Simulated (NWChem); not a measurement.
BeH2S; SMILES [BeH][SH]

Program: NWChem. Pople sets run with spherical d functions. Coordinates come from a PBE0/def2-SVP optimisation. Static field.

### Question
Among these, which level gives the highest value of “isotropic polarisability (bohr³)”?
A) B3LYP/6-31+G*
B) PBE/6-31+G*
C) BHandHLYP/6-31+G*
D) Hartree-Fock/6-31+G*

### Answer
B, PBE/6-31+G*. Values: Hartree-Fock/6-31+G* 31.0; BHandHLYP/6-31+G* 32.5; B3LYP/6-31+G* 34.3; PBE/6-31+G* 35.6
